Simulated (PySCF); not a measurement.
BClH3NO, SMILES NB(O)Cl. Atoms are numbered in the order given.

```xyz
7

B     -0.0510     0.4590     0.0000
Cl     0.0951    -1.3386     0.0000
O     -1.2818     1.0401     0.0000
H     -2.0014     0.3992     0.0000
N      1.1115     1.2362     0.0000
H      1.0735     2.2480     0.0000
H      2.0407     0.8401     0.0000
```
Charge 0, spin multiplicity 1.

Coordinates come from a B3LYP-D3(BJ)/def2-SVP optimisation. One conformer was computed; it need not be the lowest.

All values below come from PySCF with HF/pcSseg-1.

GIAO shieldings, no solvent; atoms listed in one row are averaged. δ = σ(ref) − σ: ¹¹B against BF3 (σ = 102.7 ppm); ³⁵Cl against HCl (σ = 958.2 ppm); ¹⁷O against H2O (σ = 333.0 ppm); ¹H against TMS (σ = 31.99 ppm); ¹⁵N against NH3 (σ = 267.3 ppm), references at their B3LYP-D3(BJ)/def2-TZVP geometries, non-relativistic (without spin–orbit terms, shifts of atoms bonded to Cl or Br come out too high).

```json
[
 {"nucleus": "¹¹B", "atoms": "B1", "count": "1", "δ (ppm)": "16.8"},
 {"nucleus": "³⁵Cl", "atoms": "Cl2", "count": "1", "δ (ppm)": "18.2"},
 {"nucleus": "¹⁷O", "atoms": "O3", "count": "1", "δ (ppm)": "96.1"},
 {"nucleus": "¹H", "atoms": "H4", "count": "1", "δ (ppm)": "4.01"},
 {"nucleus": "¹H", "atoms": "H6", "count": "1", "δ (ppm)": "3.13"},
 {"nucleus": "¹H", "atoms": "H7", "count": "1", "δ (ppm)": "3.00"},
 {"nucleus": "¹⁵N", "atoms": "N5", "count": "1", "δ (ppm)": "61.7"}
]
```
